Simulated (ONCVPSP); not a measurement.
**Transferability test, ONCV potential for Ge (Z = 32)**

ONCVPSP 4.0.1 input, shortened (lines: element, Z, core and valence counts, functional; n l f; lmax; l rc ep ncon nbas qcut; lloc lpopt rc5 dvloc0; l nproj debl; icmod fcfact rcfact), LDA (Perdew-Zunger), scalar-relativistic:

```
  Ge 32.00    6    2        3      upf
    1    0    2.00
    2    0    2.00
    2    1    6.00
    3    0    2.00
    3    1    6.00
    3    2   10.00
    4    0    2.00
    4    1    2.00
    2
    0    1.85    0.00    4    8    4.00
    1    1.85    0.00    3    6    4.10
    2    1.85    0.04    4    8    4.80
    2    5    1.85    0.00
    0    2    3.70
    1    2    3.90
    2    0    2.30
    0    0.00    0.00
```

Energies are relative to the spin-unpolarised reference configuration 4s2 4p2; without spin polarisation the order of configurations can differ from experiment.

(1) Give the all-electron excitation energy and the error of the potential for: 4s2 4p1; 4s2 4p0; 4s1 4p0; 4s2 4p1.5.

Levels in the configuration 4s2 4p0:

```tsv
level	all-electron (eV)	pseudo (eV)
4s	-29.635	-29.560
```

Answers

(1)

| valence configuration | charge | ΔE all-electron (eV) | error AE − PS (meV) |
| --- | --- | --- | --- |
| 4s2 4p1 | +1 | 7.636 | +3.6 |
| 4s2 4p0 | +2 | 23.352 | +34 |
| 4s1 4p0 | +3 | 58.570 | +250 |
| 4s2 4p1.5 | +0.5 | 2.889 | +0.5 |
